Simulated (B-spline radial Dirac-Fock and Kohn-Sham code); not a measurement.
# Anomalous scattering factors of Pb, 3.445 keV to 79.06 keV

Calculated with a radial finite-basis atomic code, using the dispersion relation over Dirac-Hartree-Slater subshell photoionisation cross sections, with the Kissel-Pratt high-energy constant (isolated atom, no bound-bound lines or fine structure). The forward scattering factor is f₀ + f′ + i f″.

Edges near this range: K 88005.0 eV, L1 15861.0 eV, L2 15200.0 eV, L3 13035.0 eV, M1 3851.0 eV, M2 3554.0 eV, M3 3066.0 eV, M4 2586.0 eV, M5 2484.0 eV.

```
hν (eV)   λ (Å)  f′ (e)  f″ (e)  tabulated f′  tabulated f″
   3445   3.599       ?       ?             ?             ?
   4000   3.100  -9.391  24.441         -9.53         23.61
 4510.9   2.749  -6.560  20.641         -6.72         19.95
   5018   2.471  -5.190  17.709         -5.35         17.15
 5414.7   2.290  -4.577  15.846         -4.73         15.27
   5742   2.159  -4.257  14.529         -4.38         13.95
   6000   2.066  -4.090  13.608         -4.22         13.05
 6403.9   1.936  -3.936  12.338         -4.04         11.83
 6930.3   1.789  -3.880  10.943         -3.99         10.50
   7751   1.600  -4.000   9.217         -4.11          8.90
 8047.8   1.541  -4.087   8.697         -4.19          8.41
 9251.7   1.340  -4.605   7.001         -4.68          6.80
  10760   1.152  -5.644   5.519         -5.73          5.31
  10930   1.134  -5.802   5.384         -5.90          5.17
  12000   1.033  -7.207   4.638         -7.34          4.43
  15000  0.8266  -7.865   8.031         -7.98          7.91
17479.3  0.7093  -3.344  10.155         -3.42         10.03
  19730  0.6284  -1.813   8.400         -1.88          8.28
22162.9  0.5594  -1.104   6.979         -1.15          6.88
24209.8  0.5121  -0.817   6.051         -0.86          5.97
  25190  0.4922  -0.734   5.673         -0.77          5.61
  29110  0.4259  -0.597   4.474         -0.63          4.41
  30000  0.4133  -0.593   4.256         -0.63          4.19
  39070  0.3173  -0.755   2.733         -0.78          2.64
  40000  0.3100  -0.781   2.626         -0.81          2.53
  44680  0.2775  -0.918   2.175         -0.95          2.10
  47180  0.2628  -0.993   1.982         -1.02          1.91
  72860  0.1702  -1.859   0.933         -1.88          0.91
  79060  0.1568  -2.222   0.809         -2.23          0.79
```

Question: What are f′ and f″ at 3445 eV?

Answer: f′ = -14.321 and f″ = 27.223 electrons (tables: -14.69 and 26.63). By the optical theorem f″ corresponds to a photoabsorption cross section 2 rₑ λ f″ = 552000 b.

Tabulated f′: xraylib 4.2 anomalous scattering factors (Cullen et al., EPDL97); f″: Chantler's tables (J. Phys. Chem. Ref. Data 1995 and 2000). Both are theoretical tables.
